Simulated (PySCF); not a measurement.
# Radial density of Rh (rhodium, neutral)

BP86, [Kr] 4d7 5s1 6s1, high-spin 6F determinant (an excited configuration). All numbers are calculated (PySCF 2.14, scalar relativity through the core potential, in aug-cc-pVDZ-PP with ECP28MDF (5s5p4d2f, 54 functions)). This is the valence pseudo-density: the core potential removes the inner electrons and smooths the orbitals near the nucleus.

```tsv
r (bohr)	4πr²ρ (e/bohr)	4πr²(ρα − ρβ)
0.0198	1.256e-05	0.0000
0.0333	3.195e-05	0.0000
0.0561	7.798e-05	0.0000
0.0943	0.0003133	0.0001
0.159	0.003298	0.0007
0.267	0.05750	0.0120
0.449	1.423	0.2025
0.755	11.94	1.5092
1.27	11.21	2.2370
2.14	2.528	1.1731
3.59	0.3845	0.2979
6.04	0.1309	0.1296
10.2	0.1141	0.1141
17.1	0.001285	0.0013
```

Energies and moments cover only the electrons outside the core potential. The outer electron is Rydberg-like, and this basis confines it to a smaller radius and binds it less than a complete one would.
